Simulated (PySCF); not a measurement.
Compound: C₇H₈O₂Si.
Numbering: `[O:1]=[CH:2][c:3]1[cH:4][cH:5][cH:6][cH:7][c:8]1[O:9][SiH3:10]` (hydrogens: H11 on C2; H12 on C4; H13 on C5; H14 on C6; H15 on C7; H16, H17, H18 on Si10)

Computed geometry: GFN2-xTB, gas phase.

List the bond lengths, angles and torsions at this level.

```csv
bond,length (Å),order
O1=C2,1.206,double
C2–C3,1.465,single
C3–C4,1.396,aromatic
C4–C5,1.378,aromatic
C5–C6,1.388,aromatic
C6–C7,1.382,aromatic
C7–C8,1.391,aromatic
C8–O9,1.339,single
O9–Si10,1.633,single
C3–C8,1.407,aromatic
C2–H11,1.105,single
C4–H12,1.080,single
C5–H13,1.079,single
C6–H14,1.080,single
C7–H15,1.080,single
Si10–H16,1.452,single
"Si10–H17, Si10–H18",1.464,single
```

Bonds in one row agree within 0.01 Å and their mean is given. Orders are formal, as drawn. A selection of angles:
```csv
angle,degrees
O1–C2–C3,125.0
C2–C3–C4,119.8
C2–C3–C8,120.9
C4–C3–C8,119.4
C3–C4–C5,121.0
C4–C5–C6,119.4
C5–C6–C7,120.6
C6–C7–C8,120.7
C7–C8–O9,122.0
C3–C8–C7,119.0
C3–C8–O9,119.0
C8–O9–Si10,134.2
```

Torsions: O1–C2–C3–C4 0° (synperiplanar); C7–C8–O9–Si10 0° (synperiplanar).

The C–O distances run from 1.206 Å (O1=C2, drawn double) to 1.339 Å (C8–O9, drawn single), a spread of 0.133 Å. The C–C distances run from 1.378 Å (C4–C5, aromatic) to 1.465 Å (C2–C3, drawn single), a spread of 0.087 Å. The 6-membered ring C3–C4–C5–C6–C7–C8 has internal angles of 119.0° to 121.0° (sum 720°, against 720° for a flat polygon); it is planar, 0.00 Å rms from its mean plane, widest ring torsion 0°. O9 (silyl ether oxygen) is bent (angle 134.2°). The 10 heavy atoms lie in one plane (0.001 Å rms). Si10 (oxygen-bound silicon) is distorted tetrahedral (angles from 98.8° to 113.8°). Of the pairs four or more bonds apart, Si10···H15 is among the closest relative to their van der Waals radii: 2.85 Å, 86 % of the sum of Bondi's values.

Point group: Cs (tolerance 0.08 Å). Whether it is a minimum is left open (no frequencies). One conformer, not necessarily the lowest.
